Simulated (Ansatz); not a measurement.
An input meant for AlGa5 (charge 0, triplet; atoms displaced at random, 0.08 Å in each coordinate; with a point charge).

```yaml
crystal:
  periodic: [false, false, false]
  atoms:
    - {symbol: Al, position_ang: [-1.089333, -0.108967, 0.767281]}
    - {symbol: Ga, position_ang: [-1.994374, -1.488146, 0.376715]}
    - {symbol: Ga, position_ang: [0.017526, -0.350453, -0.541248]}
    - {symbol: Ga, position_ang: [0.043885, -2.674525, 0.320895]}
    - {symbol: Ga, position_ang: [-0.900160, -1.936299, -1.047708]}
    - {symbol: Ga, position_ang: [0.784042, -0.942117, 0.708731]}
basis:
  gaussian: {orbitals: cc-pVDZ, point_charges: [{charge: 1.00, position_ang: [5.843, 0.652, -0.921]}]}
magnetization: {spin_polarized: true, initial_magnetization: 2}
hamiltonian: {xc: {name: SVWN5}}
output: {forces: true}
```

```sh
$ ansatz run in.yaml --threads 4 --pin off --events-out ev --progress --plain --max-ram 4787MiB
```

Shortened log:

```
Functional definition: SVWN5
2143 factors; their error is unknown
mean field evaluation 1: about -268005.6673 eV, gradient 3.5e1 eV
mean field evaluation 2: about -267975.5017 eV, gradient 7.3e1 eV
mean field evaluation 4: about -268011.8586 eV, gradient 2.1e1 eV
mean field evaluation 8: about -268015.4389 eV, gradient 2.7e-1 eV
mean field evaluation 16: about -268015.3832 eV, gradient 2.2e-3 eV
mean field evaluation 32: about -268012.9447 eV, gradient 5.4e0 eV
mean field -268015.38320515 eV, -9849.3836654376 hartree, gradient 7.4e-6 eV, S^2 2.002918; 6 other end points of the search recorded, 0 dependent functions left out
reference -268015.38323440 eV, -9849.3836665128 hartree; 85, 83 occupied and 68, 70 virtual orbitals, 2143 factors
Total energy: -268015.38323440 eV, -9849.3836665128 hartree
Atom 0 at    -1.089333    -0.108967     0.767281 Å, force    -7.392624    22.570103    19.907887 eV/Å
Atom 1 at    -1.994374    -1.488146     0.376715 Å, force   -21.866154   -13.175038     5.467503 eV/Å
Atom 2 at     0.017526    -0.350453    -0.541248 Å, force    -0.239749    22.732408   -43.058865 eV/Å
Atom 3 at     0.043885    -2.674525     0.320895 Å, force     6.351382   -16.825621    10.049138 eV/Å
Atom 4 at    -0.900160    -1.936299    -1.047708 Å, force    -5.862831    -6.623500   -24.903670 eV/Å
Atom 5 at     0.784042    -0.942117     0.708731 Å, force    29.072828    -8.649937    32.530229 eV/Å
Dipole moment:    -0.568516    -0.041389     0.084128 e Å
```

In this input the geometry is squeezed to about two thirds of its size. The calculation finished and met its thresholds. The result belongs to that input, not to the species as meant.
